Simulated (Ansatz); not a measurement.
Cost and result for the atomization energy of C2H2BBrS, SMILES `S=C=CBBr` (7 atoms, 6 bonds).

Charge 0, multiplicity 1. Correlated methods include outer-core shells of Br, which these sets cover unevenly. Scalar relativity is left out up to krypton. All single points use the PBE0-D4/def2-TZVP geometry. It is one conformer, not always the lowest. Program: Ansatz. All runs use 4 threads of a server CPU on a shared host. Times are those of one run each, without the atoms' runs, and a repeat can differ threefold. Electronic energies, without spin–orbit coupling; frozen cores. CCSD(T)/CBS adds CCSD(T) − MP2 in def2-TZVPP to the MP2 limit, and its time is that of the two runs behind it. T1 = 0.015. With those shells the extrapolation isn't a true limit. B3LYP takes the VWN-RPA correlation (the form of Gaussian; ORCA's B3LYP/G).

CCSD(T)/CBS is a level of theory with its own doubt, some kJ/mol a heavy atom from the limit and from the frozen cores, so smaller differences don't rank the functionals.

| level | functions | wall time | atomization (kcal/mol) | difference from CCSD(T)/CBS | per bond |
| --- | --- | --- | --- | --- | --- |
| LDA (SPW92)/def2-TZVPP | 211 | 1.1 s | 784.1 | 120.3 | 20.1 |
| BLYP-D4/def2-TZVPP | 211 | 1.7 s | 674.3 | 10.5 | 1.8 |
| revPBE-D4/def2-TZVPP | 211 | 1.8 s | 680.1 | 16.3 | 2.7 |
| PBE-D4/def2-TZVPP (with forces) | 211 | 2 s | 700.4 | 36.6 | 6.1 |
| B3LYP-D4/def2-TZVPP (with forces) | 211 | 3.9 s | 669.2 | 5.4 | 0.9 |
| r2SCAN-D4/def2-TZVPP (with forces) | 211 | 3.9 s | 681.2 | 17.4 | 2.9 |
| CCSD(T)/def2-SVP | 102 | 4.5 s | 632.5 | -31.3 | -5.2 |
| r2SCANh-D4/def2-TZVPP | 211 | 4.6 s | 674.1 | 10.3 | 1.7 |
| B2PLYP/def2-TZVPP | 211 | 4.7 s | 663.8 | 0.0 | 0.0 |
| PBE-QIDH/def2-TZVPP | 211 | 5 s | 671.2 | 7.4 | 1.2 |
| MP2/def2-QZVPP | 390 | 16 s | 683.0 | 19.2 | 3.2 |
| CCSD(T)/def2-TZVPP | 211 | 89 s | 645.7 | -18.1 | -3.0 |
| CCSD(T)/CBS(def2) | – | 110 s | 663.8 | 0.0 | 0.0 |

From BLYP to BHLYP (50 % exact exchange), in def2-TZVPP and without D4, the atomization energy moves by −28.5 kcal/mol: exact exchange takes away binding that semilocal exchange gives to molecules. The D4 term adds +6.9 kcal/mol with B3LYP and +3.6 kcal/mol with PBE0; it sums over pairs of atoms, weighted by their polarisabilities, and B3LYP, whose exchange is more repulsive, gets the larger term. At CCSD(T), def2-SVP lies −31.2 kcal/mol from the extrapolated value and def2-TZVPP −18.0 kcal/mol: correlation converges slowly with the basis, and small sets miss more of it in the bonded molecule than in its fragments.
